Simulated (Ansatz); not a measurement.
Isolated molecules relaxed with PBE0-D4/def2-TZVP in Ansatz; ΔE leaves out vibrations. CCSD(T)/CBS is the MP2 limit (def2-TZVPP, def2-QZVPP) plus CCSD(T) − MP2 in def2-TZVPP, frozen cores. DFT in def2-TZVPP. B3LYP here is the variant with VWN-RPA as its local correlation; programs differ in this. Each species was taken in one conformer, which may not be the lowest.

`O=C(O)O[SiH2][SiH3]` + `[CH3][AlH][OH]` → `[CH3][AlH][O][SiH2][SiH3]` + `O=C(O)O`  (ligand exchange at the Si–O bond)

(1) Is it downhill or uphill in electronic energy at CCSD(T)/CBS, and by how much? (An estimate is asked.)

(2) What do these levels give: B3LYP-D4, ωB97X-V, B2PLYP, B3LYP, HF/def2-TZVPP, MP2/def2-TZVPP, SCS-MP2/def2-TZVPP, CCSD/def2-TZVPP, HF/def2-QZVPP, MP2/def2-QZVPP, MP2/CBS(def2), CCSD/CBS(def2)? (Estimate.)

Largest T1 diagnostic among the species: 0.015.

## Answers

(1) Computed: Downhill: ΔE = -21.9 kJ/mol.

(2) Ansatz gave: B3LYP-D4 -25.6, ωB97X-V -22.9, B2PLYP -23.9, B3LYP -25.1, HF/def2-TZVPP -32.6, MP2/def2-TZVPP -22.3, SCS-MP2/def2-TZVPP -24.0, CCSD/def2-TZVPP -25.0, HF/def2-QZVPP -33.1, MP2/def2-QZVPP -21.8, MP2/CBS(def2) -21.1, CCSD/CBS(def2) -23.8 kJ/mol.

In def2-TZVPP, CCSD(T) changes the Hartree–Fock value by +9.6 kJ/mol (the triples alone add +1.9 kJ/mol) and MP2 by +10.3 kJ/mol.
